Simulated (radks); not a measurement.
The numbers below are computed, except where a source is named.
Exchange energies: the exact (Fock) value of the Kohn-Sham orbitals and density-functional approximations, in hartree. Species: Tl2+ [Xe] 4f14 5d10 6s1; Re [Xe] 4f14 5d5 6s2. Level of theory: non-relativistic Kohn-Sham, exchange-only PBE, spin-polarised, spherical densities, point nucleus (a radial shooting solver on a logarithmic mesh with Libxc functionals). Every spin shell is full or empty, so the densities are truly spherical. Functionals are evaluated on that one density, not self-consistently.

functional,Tl2+,Re
exact,-351.643,-309.859
LDA,-338.35,-298.05
PBEsol,-345.36,-304.48
PW91,-351.80,-310.35
OPTX,-358.38,-315.83
WC,-349.46,-308.22
SOGGA,-345.33,-304.45
G96,-353.28,-311.62
EV93,-349.84,-308.68
APBE,-352.49,-311.02
revTPSS,-348.48,-307.37
r2SCAN,-351.02,-309.58
Tao-Mo,-348.71,-307.59
TASK,-345.30,-304.24
